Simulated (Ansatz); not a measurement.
CH$_{3}$AlFNS (`F[CH]1[NH][Al]1[SH]`). Charge 0, multiplicity 1. The geometry is a stationary point of PBE0-D4/def2-TZVP. It is one conformer, not always the lowest.

```xyz
8

F    -0.093   -1.181    1.888
C     0.124   -0.003    1.173
N     1.201   -0.099    0.210
Al   -0.256    0.101   -0.707
S    -1.042    0.192   -2.722
H     0.200    0.789    1.921
H     2.160   -0.191    0.511
H    -2.295    0.392   -2.274
```

Problem. What is the dipole moment at B3LYP/def2-TZVPP? (Best estimate.)

Solution. Ansatz gave: 2.24 D, with components (-0.44, 1.59, -1.51) D in this frame, pointing from negative to positive charge.

Problem. And with PBE, r2SCAN, ωB97M-V? (An estimate is asked.)

Solution. Computed: PBE 1.95 D, r2SCAN 2.07 D, ωB97M-V 2.32 D.

Problem. Give the Mulliken charges with B3LYP, r2SCAN, ωB97M-V in def2-TZVPP. (Best estimate.)

Solution. The calculation gave: 
```json
{"atom": "F1", "B3LYP": "-0.25", "r2SCAN": "-0.24", "ωB97M-V": "-0.24"}
{"atom": "C2", "B3LYP": "0.09", "r2SCAN": "0.07", "ωB97M-V": "0.04"}
{"atom": "N3", "B3LYP": "-0.32", "r2SCAN": "-0.37", "ωB97M-V": "-0.29"}
{"atom": "Al4", "B3LYP": "0.36", "r2SCAN": "0.44", "ωB97M-V": "0.38"}
{"atom": "S5", "B3LYP": "-0.19", "r2SCAN": "-0.20", "ωB97M-V": "-0.19"}
{"atom": "H6", "B3LYP": "0.09", "r2SCAN": "0.06", "ωB97M-V": "0.10"}
{"atom": "H7", "B3LYP": "0.12", "r2SCAN": "0.12", "ωB97M-V": "0.09"}
{"atom": "H8", "B3LYP": "0.12", "r2SCAN": "0.12", "ωB97M-V": "0.13"}
```

B3LYP here is the variant with VWN-RPA as its local correlation; programs differ in this.
